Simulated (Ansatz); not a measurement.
Start from `BB(C)OC` and change one atom or group to get `BB(C)CC`.

Ansatz, PBE0-D4/def2-TZVP geometries, multiplicity 1. Each molecule was computed in one conformer, which needn't be the lowest.

```
                                          property  `BB(C)OC`
           HOMO–LUMO gap (ωB97M-V/def2-TZVPP) / eV      10.03
               LUMO energy (B3LYP/def2-TZVPP) / eV      -1.97
             HOMO energy (ωB97M-V/def2-TZVPP) / eV      -9.83
                 HOMO energy (PBE/def2-TZVPP) / eV      -6.20
                HOMO energy (PBE0/def2-TZVPP) / eV      -7.55
size of the dipole moment (ωB97M-V/def2-TZVPP) / D       1.05
```

Problem. What does the change do to each property? (Estimate.)

Solution. Ansatz gave: 
```csv
property,`BB(C)CC`,shift
HOMO–LUMO gap (ωB97M-V/def2-TZVPP) / eV,10.32,0.29
LUMO energy (B3LYP/def2-TZVPP) / eV,-1.68,0.29
HOMO energy (ωB97M-V/def2-TZVPP) / eV,-9.88,-0.05
HOMO energy (PBE/def2-TZVPP) / eV,-6.30,-0.10
HOMO energy (PBE0/def2-TZVPP) / eV,-7.60,-0.05
size of the dipole moment (ωB97M-V/def2-TZVPP) / D,0.73,-0.32
```

With PBE0 the HOMO falls by 0.05 eV and the LUMO rises by 0.30 eV, so the gap widens by about 0.35 eV. PBE moves the HOMO by -0.10 eV and ωB97M-V by -0.05 eV. Dipoles are sizes alone; their direction can turn.

B3LYP here is the variant with VWN-RPA as its local correlation; programs differ in this.
